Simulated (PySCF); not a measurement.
Gas-phase reaction: 4 GeH2 + 2 O = GeO2 + Ge3H8

Method: PySCF energies plus ideal-gas RRHO corrections (1 bar). † marks an energy on the PBE0/def2-TZVP geometry and frequencies; other levels use their own. MP2 freezes the core. 6-31G* has spherical d functions here. Open shells (unrestricted): O (multiplicity 3); the rest are closed-shell singlets. Spin-orbit splitting is ignored; it lowers the true energy and changes the entropy of O. B3LYP is the form with VWN-RPA correlation. Ge: all electrons, no relativistic terms. GeH2, GeO2: computed as isolated molecules; such fragments, hydroxides, amides, oligomers or adducts are transient or little studied in the gas. MP2 isn't extrapolated to the basis-set limit.

```csv
level,"ΔH°(298 K), kJ"
B3LYP/6-31G*,[?]
HF/6-31G*,[?]
HF/def2-TZVP†,-766
MP2/def2-TZVPP†,-1532
PBE/def2-SVP,[?]
PBE/def2-TZVP†,-1452
PBE0/def2-SVP†,[?]
r2SCAN/def2-TZVP†,-1441
```

Complete the blanks.


- B3LYP/6-31G*, ΔH°(298 K), kJ: -1235
- HF/6-31G*, ΔH°(298 K), kJ: -706
- PBE/def2-SVP, ΔH°(298 K), kJ: -1442
- PBE0/def2-SVP†, ΔH°(298 K), kJ: -1341
